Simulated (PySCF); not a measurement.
Compound: 2-chloronaphthalene, C10H7Cl.
Bonds: Cl1–C2, C2–C3 (aromatic), C3–C4 (aromatic), C4–C5 (aromatic), C5–C6 (aromatic), C6–C7 (aromatic), C7–C8 (aromatic), C8–C9 (aromatic), C9–C10 (aromatic), C10–C11 (aromatic), C2–C11 (aromatic), C5–C10 (aromatic). Hydrogens: H12 on C3; H13 on C4; H14 on C6; H15 on C7; H16 on C8; H17 on C9; H18 on C11.

Method: PBE0-D3(BJ)/def2-SVP geometry optimisation, gas phase in PySCF 2.14.0.

Task: List the bond lengths and angles at this level.

Result: 
```tsv
bond	length (Å)
Cl1–C2	1.733
C2–C3	1.415
C3–C4	1.373
C4–C5	1.419
C5–C6	1.418
C6–C7	1.375
C7–C8	1.414
C8–C9	1.375
C9–C10	1.419
C10–C11	1.418
C2–C11	1.374
C5–C10	1.429
C3–H12	1.091
C4–H13	1.093
C6–H14	1.093
C7–H15	1.092
C8–H16	1.092
C9–H17	1.093
C11–H18	1.092
```

A selection of angles:
```tsv
angle	degrees
Cl1–C2–C3	118.5
Cl1–C2–C11	120.1
C3–C2–C11	121.4
C2–C3–C4	119.5
C3–C4–C5	121.2
C4–C5–C6	122.2
C4–C5–C10	118.8
C6–C5–C10	119.0
C5–C6–C7	120.7
C6–C7–C8	120.3
C7–C8–C9	120.3
C8–C9–C10	120.8
C9–C10–C11	121.9
C5–C10–C9	118.8
C5–C10–C11	119.3
C2–C11–C10	119.9
```

The 6-membered ring C2–C3–C4–C5–C10–C11 has internal angles of 118.8° to 121.4°; it is planar, 0.00 Å rms from its mean plane, widest ring torsion 0°. The 11 heavy atoms lie in one plane (0.001 Å rms). The 6-membered ring C5–C6–C7–C8–C9–C10 has internal angles of 118.8° to 120.8°; it is planar, 0.00 Å rms from its mean plane, widest ring torsion 0°. The C–C distances run from 1.373 Å (C3–C4, aromatic) to 1.429 Å (C5–C10, aromatic), a spread of 0.056 Å. Of the pairs four or more bonds apart, H13···H14 is among the closest relative to their van der Waals radii: 2.48 Å, 103 % of the sum of Bondi's values.

Point group: Cs (tolerance 0.08 Å). PBE0-D3(BJ)/def2-SVP frequencies: not computed here.

Hardware: 2 threads of an Intel Xeon Platinum 8259CL at 2.50 GHz, no GPU, on a shared host. Cost: 99 s wall, 4.1 min CPU, 1.1 GiB resident at most. This is the geometry optimisation.
